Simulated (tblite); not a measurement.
Run record: tight-binding relaxation, `C=C[C@]1(C)CO[SiH]O1` [radical].

Computed with GFN2-xTB geometry optimisation, gas phase (tblite 0.8.0). Start geometry: from a force field or distance geometry. The input is one job of a driver script: a line of settings, then coordinates in Å.

Command:
```bash
OMP_NUM_THREADS=1 python probes_run.py task.json out
```

Input:
```
{"job": {"kind": "relax", "xc": "GFN2-xTB", "basis": "xTB"}, "charge": 0, "multiplicity": 2}
C      2.314900     0.086300    -0.583700
C      1.283400     0.667600     0.044200
C     -0.084500     0.127800    -0.102000
C     -1.028900     1.350900     0.008700
C     -0.381300    -0.835500     0.964900
O     -0.332800    -2.140600     0.485200
Si    -1.114700    -1.871100    -1.044400
O     -0.320300    -0.376000    -1.355000
H      2.119300    -0.771000    -1.215400
H      3.333800     0.464700    -0.475100
H      1.456300     1.512200     0.685000
H     -2.007700     0.984100    -0.362700
H     -0.578300     2.154500    -0.589400
H     -1.065500     1.714100     1.053600
H      0.330300    -0.782400     1.824000
H     -1.410400    -0.742900     1.416700
H     -2.520500    -1.530700    -0.764500
```

Output:
```
step      E/eV     max force
  0    -683.82951    3.599
  1    -684.23509    2.090
  2    -684.31134    1.380
  3    -684.35918    0.552
  4    -684.40461    0.623
  5    -684.44060    0.648
  6    -684.46851    0.431
  7    -684.49526    0.493
  8    -684.52237    0.440
  9    -684.54484    0.404
... (78 lines left out)
 88    -684.74606    0.029
 89    -684.74629    0.024
 90    -684.74635    0.023
 91    -684.74654    0.022
 92    -684.74665    0.029
 93    -684.74676    0.020
 94    -684.74682    0.018
 95    -684.74686    0.016
 96    -684.74688    0.010
 97    -684.74690    0.010
```

«max force» is the largest atomic force in eV/Å.

Q: From which step on does the largest force stay under 0.1 eV/Å, and how much energy is left to gain from there?

A: From step 32 (0.068 eV/Å), 20.0 meV above the end.

Summary of the converged run: energy lowered by 21.2 kcal/mol over 97 steps; largest atomic force 0.010 eV/Å at the end.

Q: Give the final coordinates.

A: 0.381 Å rms from the input after alignment:
```
atom  x, y, z in Å
C1     2.2587    0.1413   -0.7429
C2     1.3309    0.5396    0.1047
C3    -0.1341    0.2027   -0.0033
C4    -0.9732    1.4792    0.0533
C5    -0.5189   -0.7738    1.1505
O6    -0.6885   -2.0520    0.6252
Si7   -0.8224   -2.0371   -1.0170
O8    -0.4075   -0.4604   -1.2103
H9     2.0090   -0.4526   -1.6056
H10    3.2952    0.3998   -0.6117
H11    1.5769    1.1414    0.9695
H12   -2.0273    1.2320   -0.0529
H13   -0.6868    2.1353   -0.7651
H14   -0.8173    1.9941    0.9980
H15    0.2647   -0.8113    1.9128
H16   -1.4568   -0.4544    1.6192
H17   -2.2094   -2.2117   -1.4343
```

On Arm Neoverse V1, one thread, shared host with 32 logical CPUs at a one-minute load of 45, this took 0.74 s of wall time.
Labels such as C1 count atoms from 1, the log's own numbers from 0.
